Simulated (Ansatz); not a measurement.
Coupled-cluster diagnostics for the cluster SeS₄⁺, Ansatz.

Geometry of the doublet (PBE-D4/def2-SVP):

```xyz
5

S     1.963    0.963    0.392
S    -1.709   -2.130   -1.548
S    -0.725   -0.548   -1.150
S     0.159    1.961    1.041
Se    0.313   -0.246    1.265
```

Correlated methods freeze 29 core orbitals; core or outer-core shells of Se are correlated, in sets that lack core-valence functions. In CCSD on the charge 1 doublet the largest single amplitude is 0.20, so its Hartree–Fock determinant may place the open shell otherwise than the density functionals do. Another isomer (doublet) lies 1.16 eV lower at PBE0-D4/def2-TZVP; other spin states weren't run for this one.

(1) Estimate the CCSD(T) correlation energy, the shares of MP2 and (T), T1 and the reference's ⟨S²⟩ for: charge 1, doublet, own geometry in def2-SVP; and the rough time on 4 threads of Arm Neoverse V1 on a shared host.

Results:

(1) 
```json
{"state": "charge 1, doublet, own geometry", "basis": "def2-SVP", "correlation (eV)": "-22.041", "MP2 share (%)": "89.6", "(T) share (%)": "4.5", "T1": "0.036", "⟨S²⟩ (pure)": "1.30 (0.75)", "wall time": "17 s", "remarks": "spin-contaminated (⟨S²⟩ 1.30)"}
```
Customary marks for T1 are 0.02 (closed shells), 0.045 (open shells) and about 0.05 (3d metals). T1 exceeds 0.02 in 1 of 1 rows and 0.045 in 0; the higher it lies, the less the single-reference result can be trusted.
